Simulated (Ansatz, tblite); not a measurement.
Removing and adding an electron: Ag2F2 (the lowest singlet isomer of a short search). The state is a singlet with charge 0. Geometry: PBE-D4/def2-TZVP. Ansatz, gas phase; energy differences of separate SCF runs; the oxidised species was run as a doublet alone; the reduced species was run as a doublet alone.

```xyz
4

Ag    1.077   -0.680    0.739
Ag   -1.077    0.680   -0.739
F    -0.762   -1.463   -0.233
F     0.761    1.463    0.233
```

In the def2 sets Ag takes a core potential; there is no spin–orbit coupling. The xTB rows come from tblite. The structure comes from a short search, and lower isomers may exist.

```json
{"level": "GFN1-xTB", "−HOMO (eV)": "11.56", "vertical IE (eV)": "15.03", "−LUMO (eV)": "9.22", "vertical EA (eV)": "5.37", "HOMO–LUMO gap (eV)": "2.34", "IE − EA (eV)": "9.66", "remarks": "–"}
{"level": "GFN2-xTB", "−HOMO (eV)": "10.22", "vertical IE (eV)": "13.96", "−LUMO (eV)": "6.79", "vertical EA (eV)": "4.20", "HOMO–LUMO gap (eV)": "3.43", "IE − EA (eV)": "9.76", "remarks": "–"}
{"level": "PBE-D4/def2-TZVP", "−HOMO (eV)": "5.93", "vertical IE (eV)": "9.25", "−LUMO (eV)": "3.76", "vertical EA (eV)": "–", "HOMO–LUMO gap (eV)": "2.17", "IE − EA (eV)": "–", "remarks": "–"}
{"level": "PBE-D4/def2-TZVPD", "−HOMO (eV)": "5.99", "vertical IE (eV)": "–", "−LUMO (eV)": "3.79", "vertical EA (eV)": "1.56", "HOMO–LUMO gap (eV)": "2.20", "IE − EA (eV)": "–", "remarks": "HOMO above zero (-1 doublet)"}
{"level": "r2SCAN-D4/def2-TZVP", "−HOMO (eV)": "6.09", "vertical IE (eV)": "9.30", "−LUMO (eV)": "3.44", "vertical EA (eV)": "–", "HOMO–LUMO gap (eV)": "2.65", "IE − EA (eV)": "–", "remarks": "–"}
{"level": "r2SCAN-D4/def2-TZVPD", "−HOMO (eV)": "6.13", "vertical IE (eV)": "–", "−LUMO (eV)": "3.45", "vertical EA (eV)": "1.43", "HOMO–LUMO gap (eV)": "2.68", "IE − EA (eV)": "–", "remarks": "HOMO above zero (-1 doublet)"}
{"level": "PBE0-D4/def2-TZVP", "−HOMO (eV)": "7.45", "vertical IE (eV)": "9.66", "−LUMO (eV)": "2.73", "vertical EA (eV)": "–", "HOMO–LUMO gap (eV)": "4.72", "IE − EA (eV)": "–", "remarks": "–"}
{"level": "PBE0-D4/def2-TZVPD", "−HOMO (eV)": "7.50", "vertical IE (eV)": "–", "−LUMO (eV)": "2.75", "vertical EA (eV)": "1.21", "HOMO–LUMO gap (eV)": "4.75", "IE − EA (eV)": "–", "remarks": "HOMO above zero (-1 doublet)"}
```

   A HOMO above zero means that the electron is unbound at that level or that self-interaction error raises the level; the energy of removing that electron tells which. Raw xTB energy differences between charge states are shifted by several eV; the methods need an empirical correction for them.
